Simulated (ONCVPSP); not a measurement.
**Reading a pseudo-wave (N)**

Columns: radius, all-electron u(r) and pseudo u(r) of the 2s shell (level -19.03 eV) of nitrogen in the configuration [He] 2s1 2p4; PBE, scalar-relativistic, ONCV scheme, ONCVPSP 4.0.1.

| r (bohr) | all-electron | pseudo |
| --- | --- | --- |
| 0.082 | -0.3631 | 0.0730 |
| 0.165 | -0.3526 | 0.1468 |
| 0.248 | -0.1839 | 0.2256 |
| 0.330 | 0.0311 | 0.3132 |
| 0.413 | 0.2459 | 0.4085 |
| 0.495 | 0.4327 | 0.5024 |
| 0.578 | 0.5877 | 0.5960 |
| 0.660 | 0.7061 | 0.6888 |
| 0.742 | 0.7921 | 0.7759 |
| 0.825 | 0.8499 | 0.8438 |
| 0.908 | 0.8830 | 0.8823 |
| 0.990 | 0.8957 | 0.8957 |
| 1.072 | 0.8926 | 0.8926 |
| 1.155 | 0.8771 | 0.8771 |
| 1.238 | 0.8523 | 0.8523 |
| 1.320 | 0.8211 | 0.8211 |
| 1.402 | 0.7853 | 0.7853 |
| 1.485 | 0.7460 | 0.7460 |
| 1.568 | 0.7050 | 0.7050 |
| 1.650 | 0.6639 | 0.6639 |
| 1.733 | 0.6224 | 0.6224 |
| 1.815 | 0.5820 | 0.5820 |
| 1.898 | 0.5424 | 0.5424 |
| 1.980 | 0.5046 | 0.5046 |
| 2.062 | 0.4686 | 0.4686 |
| 2.145 | 0.4339 | 0.4339 |

Q: How many radial nodes do the two functions have?

A: The all-electron 2s function has n − l − 1 = 1; the pseudo-wave has 0, since the states of the same l below it are removed with the core.

Q: At about which radius was the pseudo-wave matched?

A: 1.00 bohr, where the columns begin to agree (steps of 0.08 bohr).

Q: Is the pseudo-wave norm-conserving?

A: Yes: the ONCV scheme keeps the norm inside the radius equal to the all-electron one, which fixes the energy derivative of the logarithmic derivative at the level.
